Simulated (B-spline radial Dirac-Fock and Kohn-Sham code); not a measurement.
Photoemission from Cl⁺ at 1730 eV, detector at θ = 54.7°, φ = 0°

System: Cl⁺, [Ne] 3s2 3p4. Model: Dirac-Hartree-Slater photoionisation with a Latter tail; cross sections with all multipoles, angular parameters from the dipole term and its interference with E2. Program: a B-spline atomic structure program. Thresholds are orbital energies of the model. For linearly polarised light dσ/dΩ = σ/(4π) [1 + β P₂(cos θ) + (δ + γ cos²θ) sin θ cos φ], with θ from the polarisation vector and φ the angle between the beam and the projection of the electron momentum on the plane normal to the polarisation. The dipole factor is 1 + βP₂ and the non-dipole term is the rest of the bracket. Open shells are filled statistically over j.

```
subshell  threshold (eV)  σ (kb)     β     γ      δ  dipole factor  non-dipole term  dσ/dΩ (kb/sr)
      2s           281.0    16.7  2.00  0.32  0.000          1.002           +0.086           1.44
   2p1/2           222.4    6.60  1.15  0.62  0.057          1.001           +0.215          0.638
   2p3/2           220.6    12.9  1.15  0.62  0.057          1.001           +0.215           1.24
      3s           36.33    1.91  2.00  0.38  0.000          1.002           +0.102          0.167
   3p1/2           23.48   0.373  1.10  0.62  0.056          1.001           +0.214         0.0361
   3p3/2           23.32   0.727  1.10  0.62  0.056          1.001           +0.215         0.0704
```

Values without a named source are computed, but for edge energies of neutral atoms, which are taken from tables.
